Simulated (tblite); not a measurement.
Compound: C3H10GaNO.
SMILES with atom numbers: `[NH3+:1][GaH2-:2][C@@H:3]1[CH2:4][CH2:5][O:6]1` (hydrogens: H7, H8, H9 on N1; H10, H11 on Ga2; H12 on C3; H13, H14 on C4; H15, H16 on C5)

Computed with GFN2-xTB (tblite), gas phase: L-BFGS steps from a force-field or distance-geometry start until the largest atomic force falls under 0.01 eV/Å.

Step 8: E = -534.6169 eV
```
atom  x, y, z in Å  |  force x, y, z in eV/Å
N1     -2.1345   -0.0270    1.2223   -0.195  -0.026   0.270
Ga2    -1.0237    0.2219   -0.7281   -0.414   0.033   0.039
C3      0.5580   -0.9315   -0.3633   -0.102  -0.042   0.137
C4      1.4893   -0.4209    0.7377    0.069   0.006   0.056
C5      1.8396    0.6515   -0.2813    0.042   0.061   0.031
O6      1.3218   -0.1278   -1.3610    0.017   0.197  -0.100
H7     -1.7393   -0.7053    1.8726    0.092  -0.021  -0.090
H8     -2.1963    0.8587    1.7240   -0.005  -0.002  -0.092
H9     -3.0871   -0.3345    1.0347    0.012   0.060  -0.082
H10    -0.9611    1.7809   -0.5900    0.029  -0.176  -0.121
H11    -2.1484   -0.3036   -1.6792    0.135   0.067  -0.039
H12     0.6261   -1.9959   -0.6094    0.177  -0.054   0.010
H13     2.3184   -1.0886    0.9699    0.082  -0.017  -0.053
H14     1.0332   -0.0837    1.6719   -0.049   0.072  -0.015
H15     2.8812    0.9650   -0.3917    0.038  -0.248  -0.177
H16     1.2154    1.5498   -0.1705    0.073   0.088   0.225
```

Step 9: E = -534.6328 eV
```
atom  x, y, z in Å  |  force x, y, z in eV/Å
N1     -2.1370   -0.0268    1.2235   -0.128  -0.023   0.162
Ga2    -1.0346    0.2180   -0.7279   -0.308   0.039   0.004
C3      0.5576   -0.9337   -0.3572   -0.073   0.022   0.013
C4      1.4948   -0.4234    0.7397    0.007   0.062   0.010
C5      1.8357    0.6527   -0.2793    0.076   0.043   0.017
O6      1.3141   -0.1195   -1.3615   -0.145   0.171   0.049
H7     -1.7419   -0.7030    1.8706    0.157  -0.125  -0.007
H8     -2.2011    0.8538    1.7252    0.010   0.168  -0.014
H9     -3.0868   -0.3312    1.0389   -0.146  -0.011  -0.131
H10    -0.9641    1.7843   -0.5962    0.026  -0.242  -0.111
H11    -2.1571   -0.3044   -1.6931    0.176   0.073   0.013
H12     0.6458   -1.9937   -0.6108    0.116  -0.086   0.008
H13     2.3217   -1.0950    0.9752    0.058   0.041  -0.084
H14     1.0413   -0.0775    1.6699   -0.076   0.047   0.046
H15     2.8781    0.9451   -0.4011    0.155  -0.140  -0.168
H16     1.2259    1.5634   -0.1575    0.096  -0.038   0.192
```

Step 10: E = -534.6482 eV
```
atom  x, y, z in Å  |  force x, y, z in eV/Å
N1     -2.1417   -0.0270    1.2278   -0.058  -0.021   0.045
Ga2    -1.0502    0.2149   -0.7275   -0.124   0.001   0.009
C3      0.5557   -0.9355   -0.3515   -0.028   0.066  -0.093
C4      1.4999   -0.4246    0.7419   -0.060   0.089  -0.033
C5      1.8339    0.6546   -0.2770    0.096   0.010   0.000
O6      1.3039   -0.1086   -1.3611   -0.293   0.129   0.179
H7     -1.7413   -0.7032    1.8686    0.163  -0.166   0.041
H8     -2.2053    0.8524    1.7262    0.015   0.256   0.053
H9     -3.0893   -0.3283    1.0404   -0.236  -0.064  -0.130
H10    -0.9663    1.7828   -0.6042    0.020  -0.258  -0.094
H11    -2.1618   -0.3038   -1.7058    0.168   0.059   0.028
H12     0.6663   -1.9930   -0.6117    0.049  -0.049   0.013
H13     2.3257   -1.0998    0.9783    0.014   0.099  -0.100
H14     1.0473   -0.0709    1.6689   -0.076   0.016   0.077
H15     2.8782    0.9239   -0.4130    0.221  -0.041  -0.147
H16     1.2374    1.5752   -0.1416    0.129  -0.127   0.151
```

Problem. Estimate the geometry and energy of step 11. (The exact step hangs on the optimiser's Hessian estimate; all steps are aligned on step 10, rigid shifts and turns removed.)

Solution. E = -534.6673 eV, largest force 0.488 eV/Å
```
atom  x, y, z in Å  |  force x, y, z in eV/Å
N1     -2.1502   -0.0275    1.2354   -0.004  -0.004  -0.060
Ga2    -1.0714    0.2113   -0.7293    0.127  -0.077   0.062
C3      0.5517   -0.9376   -0.3453    0.027   0.092  -0.156
C4      1.5050   -0.4243    0.7447   -0.122   0.087  -0.071
C5      1.8348    0.6572   -0.2741    0.103  -0.031  -0.024
O6      1.2842   -0.0912   -1.3582   -0.400   0.081   0.268
H7     -1.7381   -0.7063    1.8665    0.103  -0.134   0.044
H8     -2.2103    0.8548    1.7284    0.014   0.234   0.087
H9     -3.0965   -0.3260    1.0402   -0.236  -0.091  -0.077
H10    -0.9693    1.7753   -0.6161    0.019  -0.230  -0.066
H11    -2.1645   -0.3016   -1.7212    0.123   0.024   0.012
H12     0.6938   -1.9932   -0.6131   -0.037   0.053   0.023
H13     2.3306   -1.1035    0.9804   -0.049   0.156  -0.105
H14     1.0540   -0.0623    1.6698   -0.057  -0.027   0.075
H15     2.8832    0.8964   -0.4312    0.211   0.049  -0.109
H16     1.2552    1.5875   -0.1185    0.176  -0.182   0.096
```

The energy changes by -0.0191 eV. The first-order estimate −F·Δx gives -0.0262 eV and the mean of the old and new forces, exact on a quadratic surface, -0.0191 eV. The step makes an angle of 63° with the force vector and moves no atom by more than 0.033 Å.

What follows is the cost of the whole relaxation. On an Arm Neoverse V1 with one thread, no GPU, shared host, this took 1.3 s wall.
